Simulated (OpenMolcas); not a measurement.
**3s² 3p along the 13-electron sequence**

```
Program             : OpenMolcas 26.06
Method              : SS-RASPT2, IPEA 0.25 Eh, imaginary shift 0.1 Eh
Basis               : ANO-RCC-VTZP
Scalar Hamiltonian  : DKH2, point nucleus
Spin-orbit coupling : state interaction with AMFI integrals over the reference wave functions, term energies averaged over their components
```

Active space for each ion: 3 electrons in 9 orbitals (RAS2 3s 3p; RAS3 3d, at most 2 electrons); closed shells correlated by CASPT2: 2s 2p.

Computed levels in cm-1 above ²P°_1/2:

```
                                Level  P2+  S3+  Cl4+  Ar5+
                              ²P°_3/2  486  839  1346  2008
weight of ²P° in the lowest level (%)  100  100   100   100
```

Measured, with the error of the calculation in %. Measured levels: P2+ from Martin, Zalubas and Musgrove, J. Phys. Chem. Ref. Data 14, 751 (1985); S3+ from NIST levels in Podobedova, Kelleher and Wiese, J. Phys. Chem. Ref. Data 38, 171 (2009); Ar5+ from Saloman, J. Phys. Chem. Ref. Data 39, 033101 (2010).

```json
{"Level": "²P°_3/2", "P2+": "559 (-13.0)", "S3+": "951 (-11.8)", "Ar5+": "2208 (-9.1)"}
```

The fine-structure level ²P°_3/2 changes by a factor of 4.13 from P2+ to Ar5+. Its fourth root runs 4.70, 5.38, 6.06, 6.69, with steps per unit of Z of 0.69, 0.68, 0.64; equal steps would mean a (Z - σ)^4 law with constant σ.

Active for correlation alone: 3d; no level in the range computed is led by a configuration that fills it, so any true level of that kind is missing. Measured partners are found by configuration, term and J. A level has none where our copy of the source lacks it or the pairing is in doubt (some pairs that miss far off the trend of their configuration count as doubtful), and it then counts in no deviation. Only configurations of the active space appear.

° marks odd parity.
